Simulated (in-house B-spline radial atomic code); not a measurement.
Checks on a self-consistent run for As⁸⁺, [Ar] 3d7. Computed with a radial B-spline atomic code at the basis-set limit: Dirac-Hartree-Fock, average of configuration, Fermi nucleus of rms radius 4.0968 fm.

```tsv
orbital	q	ε (Eh)	<1/r>	<r²>	small-component weight
1s1/2	2	-445.68919	33.4719	0.00278453	0.014273
2s1/2	2	-64.31790	7.45096	0.0479926	0.0028102
2p1/2	2	-57.93166	7.38048	0.037335	0.002776
2p3/2	4	-56.57394	7.16966	0.0387727	0.0027188
3s1/2	2	-14.21184	2.47244	0.382106	0.00069166
3p1/2	2	-11.94786	2.36226	0.394382	0.00064549
3p3/2	4	-11.73585	2.31579	0.405423	0.00063246
3d3/2	2.8	-8.09148	2.10919	0.414665	0.00053935
3d5/2	4.2	-8.05808	2.09744	0.418466	0.0005356
```

Electron-electron repulsion V_ee = 718.9443 hartree.

Task: What total energy follows from the eigenvalues?

Result: The eigenvalues count the repulsion twice, so E = Σqε - V_ee = -1517.936 - 718.944 = -2236.880 hartree; the run printed -2236.880.

Task: Does the Dirac virial theorem hold?

Result: For a point nucleus E = -2c²Σq·w, with w the small-component weight. Here Σq·w = 0.059558 and c = 137.0360, so the ratio E/(-2c²Σq·w) is 1.000013; the finite nucleus accounts for the departure from 1.

Task: What diamagnetic shielding (Lamb formula) and susceptibility (Langevin formula) do the radii give?

Result: σ = (α²/3)Σq<1/r> = 158.933/(3·137.036²) = 2821.1 ppm, and χ = -0.79199×10⁻⁶·Σq<r²> = -5.088×10⁻⁶ cm³/mol with Σq<r²> = 6.4246 bohr². Both are non-relativistic formulas without the paramagnetism of open shells.
